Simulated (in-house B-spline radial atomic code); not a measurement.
# Ionising neutral scandium with different functionals

Computed with a radial B-spline atomic code at the basis-set limit: four-component Dirac-Coulomb Hamiltonian, Fermi nucleus of rms radius 3.5459 fm, spin-restricted, spherical fractional occupations for the functionals. The ionisation energy is the difference of two self-consistent energies, [Ar] 3d1 4s2 → [Ar] 3d1 4s1, without Breit or QED terms; ε is the level of the shell that loses the electron (mean over j).

Hybrids are left out here: with spherical fractional occupations of an open shell their exact exchange keeps a self-interaction that integer-occupation calculations don't have.

```tsv
method	rung	ΔSCF (eV)	-ε(4s) (eV)
LDA VWN5	LDA	7.06	4.29
relativistic LDA	LDA	7.05	4.29
LDA PW92	LDA	?	?
LDA exchange-only	LDA	6.17	3.45
PBE	GGA	6.90	4.18
PBEsol	GGA	6.90	4.19
BLYP	GGA	6.82	4.04
RPBE	GGA	6.82	4.14
PW91	GGA	6.94	4.22
BP86	GGA	7.06	4.31
AM05	GGA	6.84	4.13
OLYP	GGA	?	?
```

Task: What does LDA PW92 give?

Result: ΔSCF 7.06 eV, and -ε(4s) = 4.29 eV.

Task: What does OLYP give?

Result: ΔSCF 6.56 eV, and -ε(4s) = 3.90 eV.

Task: How do they compare with the NIST value?

Result: NIST lists 6.561 eV (measured, ground level to ground level). Errors run from -0.39 to +0.50 eV; OLYP is closest (-0.00 eV), but part of that can be cancellation, since the calculations leave out Breit-QED terms, spin polarisation, the choice among j levels, multiplet and fine-structure energies.
